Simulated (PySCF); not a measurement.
C₃F₅ (SMILES FC(F)=[C]C(F)(F)F), doublet, at a GFN2-xTB geometry.

PySCF was given this input:
```python
from pyscf import gto, scf, dft

mol = gto.M(
    atom='''
F     2.08823266   -0.84310013    1.48714242
C     1.34967774   -0.21136558    0.60608940
F     2.10820213    0.63648515   -0.08184707
C     0.07347268   -0.39191493    0.43848846
C    -1.08282283    0.04051778   -0.34952189
F    -1.28492352    1.36519252   -0.24993221
F    -2.21267400   -0.55444525    0.03690842
F    -0.92572232   -0.22895712   -1.65564220
''',
    basis='6-31g',
    spin=1,
    verbose=5,
)

mf = dft.UKS(mol)
mf.xc = 'pbe0'
mf.kernel()
```

Question: What does this run give for the Mulliken (on the basis functions themselves) charges in atom order, HOMO energy, dipole moment, nuclear repulsion energy, number of basis functions, total energy?

Answer: 
The Mulliken (on the basis functions themselves) charges in atom order is F1 -0.25, C2 0.52, F3 -0.25, C4 0.02, C5 0.74, F6 -0.26, F7 -0.26, F8 -0.26. The HOMO energy is -8.85 eV and the dipole moment comes out as 1.14 D. The nuclear repulsion energy is 388.2899 Eh, the number of basis functions is 72 and the total energy is -612.6463 Eh.

These values belong to the state on which the SCF converged, which isn't shown to be the lowest.
